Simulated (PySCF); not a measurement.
Some computed properties have been withheld. Give your best values.

Compound: C9H11F3.
SMILES: `C#C[C@H]1CC[C@@H](C(F)(F)F)CC1`

```tsv
property	level	value
point group	PBE0-D3(BJ)/def2-SVP	?
rotational constants A, B, C	PBE0-D3(BJ)/def2-SVP	1.707, 0.560, 0.558 GHz
dipole moment	B3LYP/def2-SVPD	2.61 D
HOMO energy	B3LYP/def2-SVPD	-7.63 eV
LUMO energy	B3LYP/def2-SVPD	?
lowest singlet excitation	TDDFT B3LYP/def2-SVPD	?
strongest line among the 10 lowest singlet transitions	TDDFT B3LYP/def2-SVPD	?
lowest triplet excitation (Tamm–Dancoff)	TDA B3LYP/def2-SVPD	?
static isotropic polarisability	B3LYP/def2-SVPD	102.6 au
electronic spatial extent ⟨r²⟩ about the centre of nuclear charge	B3LYP/def2-SVPD	?
13C chemical shifts (computed TMS as zero) by class	GIAO B3LYP/pcSseg-1	135.3 (1 C), 89.0 (1 C), 74.6 (1 C), 45.8 (1 C), 33.8 (2 C), 28.9 (1 C), 23.3 (2 C) ppm
1H chemical shifts (computed TMS as zero) by class	GIAO B3LYP/pcSseg-1	2.58 (1 H), 1.94 (1 H), 1.87 (2 H), 1.83 (2 H), 1.61 (2 H), 1.44 (1 H), 1.27 (2 H) ppm
isotropic shieldings of nuclei other than C and H, by class	GIAO B3LYP/pcSseg-1	266 (3 F) ppm
largest of the computed one-bond spin–spin couplings (means over like bonds)	B3LYP/pcJ-1, spin–dipole term left out for some pairs	?
```

Gas-phase values; electronic properties from PySCF, density fitting. Geometry: PBE0-D3(BJ)/def2-SVP, one conformer, isolated molecule. NMR classes are plain means over equivalent atoms (diastereotopic ones count apart unless rotation or inversion swaps them), as if these changed places fast; in this geometry the members of some classes differ.

(1) Give the largest of the computed one-bond spin–spin couplings (means over like bonds).

(2) What is the strongest line among the 10 lowest singlet transitions?

(3) The lowest triplet excitation (Tamm–Dancoff)?

(4) Give the lowest singlet excitation.

(5) Give the LUMO energy.

(6) Give the point group.

(7) The electronic spatial extent ⟨r²⟩ about the centre of nuclear charge?

Answers

(1) 19F–13C -341.3 (×3), 13C–1H +271.7, 13C–1H +139.4 (×2), 13C–1H +138.7, 13C–1H +136.9 (×2), 13C–1H +133.8 (×2), 13C–1H +131.5 (×2), 13C–1H +130.5 Hz.

(2) S6 at 7.55 eV (164 nm, f = 0.036).

(3) 5.36 eV.

(4) 6.48 eV (191 nm, f = 0.000).

(5) 0.10 eV.

(6) Cs.

(7) 2155 bohr².

In atomic units the dipole is 1.03 e·bohr (1 au = 2.5417 D). In wavenumbers S1 is 52300 cm⁻¹ (1 eV = 8065.54 cm⁻¹). The rotational constants make it an asymmetric top with κ = (2B − A − C)/(A − C) = -1.00, nearer the prolate limit (−1). With B = h/(8π²I), that is 505.379 GHz u Å² over I, the principal moments of inertia are 296.1, 902.0 and 906.4 u Å² (most abundant isotopes); the inertial defect Ic − Ia − Ib is -291.7 u Å² (zero for a rigid planar frame, negative otherwise).

For the spin–spin coupling job (B3LYP/pcJ-1), hardware: one thread, Arm Neoverse V2 (aarch64) (shared host). Cost: 6.8 min of wall time, 2.7 GiB resident at most.
